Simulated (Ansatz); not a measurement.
**How basis sets differ on TiH2SCl2O (SMILES [OH][Ti]([SH])([Cl])[Cl])**

The species is TiH2SCl2O (7 atoms), meant as a singlet with charge 0. SMILES: `[OH][Ti]([SH])([Cl])[Cl]`. Geometry: relaxed at PBE0-D4/def2-TZVP. This is one conformer, not always the lowest.

Each level gives the HOMO–LUMO gap (eV). The values are calculated.

```tsv
level	kind	program	value (eV)	CPU time
HF/STO-3G	Hartree–Fock	Ansatz	14.21	3.1 s
HF/3-21G	Hartree–Fock	Ansatz	11.27	4.5 s
HF/6-31G	Hartree–Fock	Ansatz	11.33	9.7 s
HF/def2-SVP	Hartree–Fock	Ansatz	11.53	10 s
```

The values span 11.27 to 14.21 eV. A Hartree–Fock LUMO above zero doesn't converge with the basis: it sinks as sets grow more diffuse. Orbital gaps aren't excitation energies. Times are those of the runs behind each value, whatever else they computed, on shared processors of several kinds: orders of magnitude only.
